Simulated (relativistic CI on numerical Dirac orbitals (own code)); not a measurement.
## Calculated levels, Sc¹⁷⁺

Calculated at this level of theory: Dirac-Coulomb-Breit CI, separate exchange-only KLI orbitals for each configuration, QED by a radiative potential, unscaled Slater integrals (own radial code, finite nucleus).

CI space (outside the closed core 1s2): 2s2, 2s 2p, 2p2, 2p 3s, 2p 3p, 2s 3s, 2s 3p, 2s 3d, 2s 4s, 2s 4p, 2s 4d, 2s 4f, 3s2, 3s 3p, 3p2. Levels of other configurations are missing.

```tsv
No.	Configuration	Term	J	E (eV)	%	Next component (%)	Lifetime (s)
1	2s2	1S	0	0.000	95	5 2p2 1S	
2	2s 2p	3P°	0	34.008	100		
3	2s 2p	3P°	1	35.707	99	1 1P°	1.12e-07
4	2s 2p	3P°	2	39.946	100		1.87e-03
5	2s 2p	1P°	1	70.285	99	1 3P°	7.68e-11
6	2p2	3P	0	91.159	98	2 1S	1.10e-10
7	2p2	3P	1	93.938	100		1.02e-10
8	2p2	3P	2	96.899	91	9 1D	1.02e-10
9	2p2	1D	2	107.013	91	9 3P	2.86e-10
10	2p2	1S	0	129.869	93	5 2s2 1S	4.81e-11
11	2s 3s	3S	1	689.456	98	2 2p 3p 3S	6.15e-13
12	2s 3s	1S	0	696.019	97	3 2p 3p 1S	1.84e-12
13	2s 3p	3P°	1	706.005	54	42 1P°	4.36e-13
14	2s 3p	3P°	0	706.107	99	1 2p 3s 3P°	1.99e-10
15	2s 3p	1P°	1	707.426	49	46 3P°	3.85e-13
16	2s 3p	3P°	2	707.822	100		2.29e-10
17	2s 3d	3D	1	715.887	98	2 2p 3p 3D	1.10e-13
18	2s 3d	3D	2	716.104	98	2 2p 3p 3D	1.11e-13
19	2s 3d	3D	3	716.461	99	1 2p 3p 3D	1.13e-13
20	2s 3d	1D	2	722.964	98	2 2p 3p 1D	1.57e-13
21	2p 3s	3P°	0	732.452	99	1 2s 3p 3P°	1.36e-12
22	2p 3s	3P°	1	733.690	91	7 1P°	1.20e-12
23	2p 3s	3P°	2	738.638	100		1.37e-12
24	2p 3p	3D	1	742.742	59	37 1P	5.61e-13
25	2p 3s	1P°	1	743.643	84	8 3P°	6.41e-13
26	2p 3p	3D	2	746.659	92	3 3P	6.41e-13
27	2p 3p	1P	1	746.740	41	34 3D	4.86e-13
28	2p 3p	3P	0	750.628	95	4 1S	3.71e-13
29	2p 3p	3D	3	751.130	99	1 2s 3d 3D	6.48e-13
30	2p 3p	3S	1	751.894	44	29 3P	4.39e-13
31	2p 3p	3P	1	754.136	61	38 3S	4.08e-13
32	2p 3p	3P	2	754.986	85	10 1D	3.63e-13
33	2p 3p	1D	2	759.908	85	12 3P	2.67e-13
34	2p 3p	1S	0	768.021	92	5 3P	3.30e-13
35	2s 4s	3S	1	924.622	100		1.43e-12
36	2s 4s	1S	0	927.287	100		1.35e-12
37	2s 4p	3P°	0	930.745	100		2.85e-12
38	2s 4p	3P°	1	930.890	94	6 1P°	2.01e-12
39	2s 4p	3P°	2	931.448	100		2.94e-12
40	2s 4p	1P°	1	932.322	94	6 3P°	3.77e-13
41	2s 4d	3D	1	934.921	100		2.92e-13
42	2s 4d	3D	2	934.993	100		2.93e-13
43	2s 4d	3D	3	935.121	100		2.94e-13
44	2s 4f	3F°	2	937.265	100		6.64e-13
45	2s 4d	1D	2	937.281	100		2.90e-13
```

Energies count from the lowest computed level; ° marks odd parity; lifetimes are radiative, by E1, M1, E2, M2, E3 decay to levels of this space only; some are left blank where a channel outside the calculation adds to the decay or the decay crosses a small, uncertain gap.

The mean weight of the leading LS term, summed over parents, in these 45 levels is 90 %, and that of the leading jj configuration (from the same eigenvectors) 86 %.

At this charge energies of transitions that change n are usually good to better than 1 %, and those within a shell (Δn = 0) to a few per cent.

LS names give the leading component of a level, which can be under half, so a name can repeat, a term be missing and a line seem to break the LS rules.
